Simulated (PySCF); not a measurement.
# Silicon: a sound run and one with changed settings

Sound run: Si(2+) [Ne] 3s2, Si(3+) [Ne] 3s1. Computed with PySCF 2.14 in x2c-SVPall (4s3p1d, 18 functions), with the spin-free X2C one-electron Hamiltonian (Gaussian nucleus). The sound run starts from symmetry-adapted Hartree-Fock orbitals and uses a fine grid where one is needed.

Changed run: 6 angular points. This setting is unsound on purpose.

| species | method | sound run (hartree) | changed run (hartree) | converged |
| --- | --- | --- | --- | --- |
| Si(2+) | UHF | -288.48737 | -288.48737 | yes |
| Si(2+) | M06-2X | -288.97685 | -288.97685 | yes |
| Si(2+) | MN15 | -288.92536 | -288.92536 | yes |
| Si(3+) | UHF | -287.31230 | -287.31230 | yes |
| Si(3+) | M06-2X | -287.73729 | -287.73729 | yes |
| Si(3+) | MN15 | -287.70944 | -287.70944 | yes |

Ionisation energy of Si(2+):

```tsv
method	sound run (eV)	changed run (eV)
UHF	31.975	31.975
M06-2X	33.730	33.730
MN15	33.087	33.087
```

Here the setting changes nothing at the digits shown.

For comparison, NIST gives 33.493 eV between the lowest levels.
